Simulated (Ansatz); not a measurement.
Reactions of C4H8F2O, SMILES `CC(F)OCCF`.

Program: Ansatz. Geometries: PBE0-D4/def2-TZVP. ΔE: electronic, gas phase. CCSD(T)/CBS adds triple-zeta CCSD(T) − MP2 to the extrapolated MP2 energy (def2 sets, frozen cores). This one scheme is used for every species. Functionals use def2-TZVPP. Triplets are unrestricted, without spin–orbit coupling. Each species was taken in one conformer, which may not be the lowest.

```json
{"reaction": "`CC(F)OCCF` → `FCCOCF` + `[CH2]` (triplet)", "B2PLYP (kJ/mol)": "447", "r2SCAN-D4 (kJ/mol)": "436", "ωB97M-V (kJ/mol)": "462", "CCSD(T)/CBS(def2) (kJ/mol)": "459"}
{"reaction": "`CC(F)OCCF` → `FCCCOCF`", "B2PLYP (kJ/mol)": "17", "r2SCAN-D4 (kJ/mol)": "18", "ωB97M-V (kJ/mol)": "17", "CCSD(T)/CBS(def2) (kJ/mol)": "16"}
{"reaction": "`CC(F)OCCF` → `COC(C)F` + `[CH]F`", "B2PLYP (kJ/mol)": "373", "r2SCAN-D4 (kJ/mol)": "395", "ωB97M-V (kJ/mol)": "374", "CCSD(T)/CBS(def2) (kJ/mol)": "376"}
{"reaction": "`CC(F)OCCF` + H–F → `CC(F)OCF` + fluoromethane", "B2PLYP (kJ/mol)": "18", "r2SCAN-D4 (kJ/mol)": "18", "ωB97M-V (kJ/mol)": "21", "CCSD(T)/CBS(def2) (kJ/mol)": "32"}
{"reaction": "`CC(F)OCCF` + `O[SiH2]N[SiH](O)F` → `C[Si@H](O)N[Si@@H](O)F` + `FCCOCF`", "B2PLYP (kJ/mol)": "-33", "r2SCAN-D4 (kJ/mol)": "-38", "ωB97M-V (kJ/mol)": "-36", "CCSD(T)/CBS(def2) (kJ/mol)": "-33"}
```

Largest T1 diagnostic: 0.018, for `[CH]F`.
